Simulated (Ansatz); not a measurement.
The cluster Te₄Pt, relaxed as a singlet with RKS B3LYP-D4/def2-SVP in Ansatz, starting from the GFN2-xTB geometry. Force threshold 0.02 eV/Å.

In the def2 sets Pt, Te take a core potential; there is no spin–orbit coupling. The restricted singlet is unstable towards broken spin symmetry in Hartree–Fock (as tested in another run); at B3LYP-D4/def2-SVP this wasn't settled. Another isomer (singlet) lies 0.48 eV lower at PBE0-D4/def2-TZVP; other spin states weren't run for this one.

Start:

```
atom   x (Å)   y (Å)   z (Å)
 Pt1  -0.809   0.933  -0.270
 Te2   1.267  -0.007  -1.497
 Te3  -0.630  -0.727   1.709
 Te4   1.358   1.308   1.096
 Te5  -1.186  -1.507  -1.038
```

```
        step  energy (eV)  largest force component (eV/Å)  SCF passes
           1  -32433.6987                           1.836          20
           2  -32434.0506                           1.091          32
           3  -32434.2928                           0.484          31
           4  -32434.3040                           0.221          31
5 (rejected)  -32434.2467                           0.642          30
           6  -32434.3363                           0.063          27
           7  -32434.3368                           0.017          27
```

Force components are those of the run's own axes.

End:

```xyz
5

Pt   -0.738    0.853   -0.245
Te    1.369   -0.208   -1.356
Te   -0.421   -0.887    1.671
Te    1.296    1.672    1.141
Te   -1.506   -1.430   -1.211
```

By distances, no bond broke or formed. The bond that changes most is Te3–Te5, from 2.91 to 3.13 Å (atoms count from 1).

No frequencies were taken in this run, so the end may be a saddle point.

It took 31 s on 4 threads of Arm Neoverse V1 on a shared host.
